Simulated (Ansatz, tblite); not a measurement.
Isomers of Cu₃Br₄⁻ (singlet), found by a short tight-binding search and relaxed with PBE-D4/def2-SVPD in Ansatz.

The xTB rows come from tblite. Correlated methods freeze 63 core orbitals; core or outer-core shells of Br are correlated, in sets that lack core-valence functions.

C: At PBE-D4/def2-SVP the highest occupied level of the charge -1 singlet lies above zero (up to 0.01 eV). The electron is either unbound and held by the finite basis, or the level is raised by self-interaction error.

Other spin states weren't relaxed.

A:

```tsv
atom	x (Å)	y (Å)	z (Å)
Cu1	-1.143	0.562	0.695
Cu2	0.879	0.863	-0.764
Cu3	0.305	-1.412	0.131
Br4	2.532	-0.901	-0.657
Br5	-1.209	-0.384	-1.785
Br6	-1.221	-1.467	2.006
Br7	-0.143	2.739	0.373
```

B:

```xyz
7

Cu    0.797    0.736    0.902
Cu   -0.411   -1.324    0.264
Cu   -0.435    0.659   -1.304
Br   -1.575   -1.301   -1.896
Br   -1.152   -0.018    2.239
Br    2.061   -1.357    0.480
Br    0.716    2.605   -0.685
```

C:

```xyz
7

Cu    1.252    1.296   -0.953
Cu   -0.894   -0.242    1.525
Cu    0.371   -0.849   -1.815
Br   -2.047   -0.581    3.515
Br    0.501    1.777    1.138
Br    1.821    0.489   -3.074
Br   -1.005   -1.890   -0.337
```

**Question.** Estimate their order by electronic energy at PBE0-D4/def2-SVP, counted from the lowest.

**Answer.** B (0.00) < A (0.01) < C (0.65), in eV. Gaps under about 2 kJ/mol are ties within the noise of geometry and basis.

**Question.** Do the other levels pick the same lowest one?

**Answer.** Not GFN1-xTB, HF/def2-SVPD. Energies above each level's lowest (eV):

```tsv
level	A	B	C
GFN1-xTB	0.00	0.04	0.63
GFN2-xTB	0.19	0.00	0.10
HF/def2-SVPD	0.00	0.00	0.08
PBE-D4/def2-SVP	0.04	0.00	0.70
r2SCAN-D4/def2-SVP	0.04	0.00	0.76
B97M-V/def2-SVP	0.03	0.00	0.67
r2SCANh-D4/def2-SVP	0.03	0.00	0.72
PBE0-D4/def2-SVP	0.01	0.00	0.65
MP2/def2-SVPD	0.06	0.00	0.32
```
Point groups (tolerance 0.1 Å): A C3v, B C2v, C C2v. Lower isomers may exist.
